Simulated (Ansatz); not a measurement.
A series at Si: from `F[Si](Cl)(Cl)Cl`, ligands are replaced one by one, each step taking up NH₃ and setting free HCl; n counts the steps. Ansatz, PBE0-D4/def2-TZVP geometries. Each molecule was computed in one conformer, which needn't be the lowest.

```csv
n,molecule,"HOMO energy, ωB97M-V/def2-TZVPP (eV)"
0,`F[Si](Cl)(Cl)Cl`,-11.86
1,`N[Si](F)(Cl)Cl`,-10.87
2,`N[Si](N)(F)Cl`,?
3,`N[Si](N)(N)F`,-9.92
```

Problem. By hand: fit a straight line y = ȳ + b (n − n̄) to the 3 given rows and predict n = 2.

Solution. n̄ = 1.333, ȳ = -10.883; Σ(n − n̄)(y − ȳ) = 2.903, Σ(n − n̄)² = 4.667, so b = 0.622 eV a step. Prediction: -10.883 + (0.622) × (0.667) = -10.47 eV.

Problem. By hand: compare with the computed value, -10.40 eV, and give the steps along the whole series.

Solution. The line misses by 0.07 eV (computed minus predicted). Steps: 0.99, 0.47, 0.48 eV.

The steps differ by up to 0.52 eV without a steady trend. The highest orbital can change its character along such a series. The miss is 3.6 % of the series' range.
